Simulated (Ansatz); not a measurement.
Molecule: fluoro(trimethoxy)silane, C₃H₉FO₃Si, net charge 0, singlet state. 
Coordinates optimised at B3LYP-D3(BJ)/def2-TZVP (Ansatz, a first-principles code):
```xyz
17

Si    -0.0419    -0.0184     0.3159
F     -0.7023     0.4890     1.6745
O     -0.5309     0.9593    -0.8879
C     -0.4303     2.3781    -0.8778
O      1.5531     0.0137     0.5859
C      2.5334    -0.4779    -0.3197
O     -0.5042    -1.5238    -0.0482
C     -1.7821    -1.9154    -0.5356
H      0.6087     2.6975    -0.7624
H     -1.0244     2.8057    -0.0669
H     -0.8101     2.7475    -1.8296
H      2.4728     0.0354    -1.2832
H      2.4091    -1.5508    -0.4805
H      3.5133    -0.2931     0.1182
H     -1.7081    -2.9485    -0.8727
H     -2.5316    -1.8543     0.2568
H     -2.0914    -1.2855    -1.3721
```

Total electronic energies in hartree. Cores are frozen in the correlated levels unless marked. Spin-orbit coupling is left out. No relativistic terms. CBS marks a two-point X^-3 extrapolation of the correlation energy; Hartree-Fock from the larger set. The bracket is a focal-point correction in the basis named.

```json
[
 {"level": "HF/STO-3G", "program": "Ansatz", "energy (Eh)": "-722.72730"},
 {"level": "HF/cc-pVTZ", "program": "Ansatz", "energy (Eh)": "-732.19456"},
 {"level": "RI-HF/aug-cc-pV(Q+d)Z", "program": "Ansatz", "energy (Eh)": "-732.24626"},
 {"level": "revPBE-D4/def2-TZVPD", "program": "Ansatz + dftd4", "energy (Eh)": "[?]"},
 {"level": "PBE0-D4/def2-TZVPD", "program": "Ansatz + dftd4", "energy (Eh)": "[?]"},
 {"level": "CAM-B3LYP-D3(BJ)/def2-TZVPD", "program": "Ansatz + dftd3", "energy (Eh)": "-735.00492"},
 {"level": "SCS-MP2/aug-cc-pV(D+d)Z", "program": "Ansatz", "energy (Eh)": "-733.36670"},
 {"level": "CCSD(T)/6-31G*", "program": "Ansatz", "energy (Eh)": "-733.22957"},
 {"level": "RI-MP2/CBS(aug-cc-pV(T+d)Z,aug-cc-pV(Q+d)Z)+[CCSD(T)-MP2]/aug-cc-pV(T+d)Z", "program": "Ansatz", "energy (Eh)": "-734.1568"}
]
```

Task: What belongs in the gaps?

Result: 
- revPBE-D4/def2-TZVPD, energy (Eh): -734.95633
- PBE0-D4/def2-TZVPD, energy (Eh): -734.54279
